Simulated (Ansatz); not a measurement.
`F[Si](F)(F)Br` → `FBr` + `F[Si]F`  (silylene loss)

Gas-phase electronic energies from Ansatz, PBE0-D4/def2-TZVP geometries. CBS: MP2 limit from def2 TZ/QZ plus the TZ coupled-cluster correction, frozen cores. This one scheme is used for every species. DFT in def2-TZVPP. For Br outer-core shells are correlated without core-valence functions, which leaves a few kJ/mol of doubt a bond. Scalar relativity is left out up to krypton.

| level | ΔE (kcal/mol) | difference from CCSD(T)/CBS |
| --- | --- | --- |
| LDA (SPW92) | 148.7 | -2.4 |
| PBE-D4 | 139.3 | -11.8 |
| revPBE-D4 | 137.8 | -13.3 |
| BLYP-D4 | 133.7 | -17.4 |
| B97M-V | 147.7 | -3.4 |
| r2SCAN0-D4 | 158.5 | 7.4 |
| CAM-B3LYP-D4 | 146.2 | -4.9 |
| PBE0 | 147.4 | -3.7 |
| r2SCANh | 155.2 | 4.1 |
| HF/def2-TZVPP | 156.0 | 4.9 |
| MP2/def2-TZVPP | 156.8 | 5.7 |
| SCS-MP2/def2-TZVPP | 151.5 | 0.4 |
| CCSD(T)/def2-TZVPP | 149.0 | -2.1 |
| MP2/def2-QZVPP | 157.8 | 6.7 |
| SCS-MP2/def2-QZVPP | 152.6 | 1.5 |
| MP2/CBS(def2) | 159.0 | 7.9 |
| CCSD(T)/CBS | 151.1 | 0 |

Largest T1 diagnostic among the species: 0.015.

The D4 term adds +3.1 kcal/mol with B3LYP and +1.6 kcal/mol with PBE0; it sums over pairs of atoms, weighted by their polarisabilities, and B3LYP, whose exchange is more repulsive, gets the larger term. At CCSD(T), def2-SVP lies −8.4 kcal/mol from the extrapolated value and def2-TZVPP −2.1 kcal/mol.

B3LYP here is the variant with VWN-RPA as its local correlation; programs differ in this.
